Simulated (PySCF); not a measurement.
Compound: C5H7BO.
Numbering: `[CH3:1][O:2][C:3]1=[CH:4][CH:5]=[CH:6][BH:7]1` (hydrogens: H8, H9, H10 on C1; H11 on C4; H12 on C5; H13 on C6; H14 on B7)

Geometry (PBE0-D3(BJ)/def2-SVP, Å), atoms numbered from 1 in this order:
```
atom  x, y, z in Å
C1    -1.763    0.452    0.069
O2    -0.669   -0.328   -0.341
C3     0.557    0.192   -0.215
C4     1.687   -0.456   -0.572
C5     2.865    0.411   -0.296
C6     2.563    1.623    0.236
B7     1.022    1.641    0.358
H8    -2.664   -0.146   -0.113
H9    -1.836    1.391   -0.505
H10   -1.710    0.698    1.143
H11    1.751   -1.459   -0.998
H12    3.880    0.060   -0.520
H13    3.312    2.372    0.494
H14    0.299    2.513    0.776
```

Level of theory: PBE0-D3(BJ)/def2-SVP geometry optimisation, gas phase (PySCF 2.14.0).

Take the most abundant isotopes and a rigid rotor. The values belong to one conformer with, in the numbering `[CH3:1][O:2][C:3]1=[CH:4][CH:5]=[CH:6][BH:7]1`, C1–O2–C3–C4 180°.

What are A, B and C (MHz)?

Ia = 71.06, Ib = 263.19, Ic = 331.01 u·Å²; 505379 MHz·u·Å²/I gives A = 7112, B = 1920, C = 1527 MHz.

Classify the top.

An asymmetric top; Ray's κ = -0.859.

Is it planar, by Δ = Ic − Ia − Ib?

Not planar: Δ = Ic − Ia − Ib = -3.24 u·Å². For a rigid frame Δ = −2 Σ m c², so Σ m c² = 1.62 u·Å² lies off the ab plane, practically all of it from hydrogen. The atom farthest from that plane is 0.90 Å away.

Give the other two planar moments, Paa and Pbb, and the rms extents of the mass along the axes.

Paa = Σ m a² = (Ib + Ic − Ia)/2 = 261.57 and Pbb = Σ m b² = (Ia + Ic − Ib)/2 = 69.44 u·Å². With the mass M = 94.06 u, the rms extents √(P/M) along a, b and c are 1.67, 0.86, 0.13 Å.

List the rotational levels J(Ka,Kc) to J = 5 (cm⁻¹).

Above 0(0,0):
J = 1: 1(0,1) 0.1150, 1(1,1) 0.2882, 1(1,0) 0.3013
J = 2: 2(0,2) 0.3442, 2(1,2) 0.5050, 2(1,1) 0.5444, 2(2,1) 1.0639, 2(2,0) 1.0646
J = 3: 3(0,3) 0.6863, 3(1,3) 0.8298, 3(1,2) 0.9085, 3(2,2) 1.4088, 3(2,1) 1.4124, 3(3,1) 2.3079, 3(3,0) 2.3080
J = 4: 4(0,4) 1.1392, 4(1,4) 1.2621, 4(1,3) 1.3932, 4(2,3) 1.8682, 4(2,2) 1.8788, 4(3,2) 2.7692, 4(3,1) 2.7694, 4(4,1) 4.0262, 4(4,0) 4.0262
J = 5: 5(0,5) 1.7003, 5(1,5) 1.8013, 5(1,4) 1.9975, 5(2,4) 2.4415, 5(2,3) 2.4659, 5(3,3) 3.3463, 5(3,2) 3.3470, 5(4,2) 4.6026, 5(4,1) 4.6026, 5(5,1) 6.2188, 5(5,0) 6.2188
Those of J = 1 are B + C, A + C and A + B.

Which lines would a microwave search look for?

The dipole components are |μa| = 0.74 D, |μb| = 0.52 D, |μc| = 0.00 D; the mirror of this Cs structure is the ab plane, so μc vanishes by symmetry and there are no c-type lines. Intensities carry the squares of the components, which stand as 1.00 : 0.50 (a : b). Some lines, for components of 0.1 D or more:

```tsv
type	branch	J(Ka,Kc)	MHz	lower level (cm⁻¹)
a	Q	1(1,0) ← 1(1,1)	393	0.288
a	Q	2(1,1) ← 2(1,2)	1180	0.505
b	R	2(0,2) ← 1(1,1)	1681	0.288
a	R	1(0,1) ← 0(0,0)	3447	0.000
b	Q	1(1,0) ← 1(0,1)	5585	0.115
b	Q	2(1,1) ← 2(0,2)	6000	0.344
a	R	2(1,2) ← 1(1,1)	6501	0.288
a	R	2(0,2) ← 1(0,1)	6872	0.115
a	R	2(1,1) ← 1(1,0)	7287	0.301
b	R	1(1,1) ← 0(0,0)	8639	0.000
b	R	2(1,2) ← 1(0,1)	11692	0.115
b	Q	2(2,0) ← 2(1,1)	15597	0.544
b	Q	2(2,1) ← 2(1,2)	16755	0.505
b	R	2(2,1) ← 1(1,0)	22862	0.301
b	R	2(2,0) ← 1(1,1)	23277	0.288
```

Estimate the classical rotational partition function at 25 K, 50 K and 100 K.

Point group Cs, symmetry number σ = 1; q = (√π/σ)·√((kT/h)³/(ABC)), k/h = 20836.6 MHz/K: 4620 at 25 K, 13100 at 50 K, 36900 at 100 K.

Not checked by PBE0-D3(BJ)/def2-SVP frequencies. Constants of a rigid frame at the computed geometry: no zero-point averaging, no centrifugal distortion. A rigid rotor knows nothing of internal rotation, which can split or shift real lines. Quadrupole hyperfine structure (11B) is left out.

On Arm Neoverse V2, one thread, shared host, this took 35 s wall and 0.68 GiB of memory at its peak. This is the geometry optimisation.
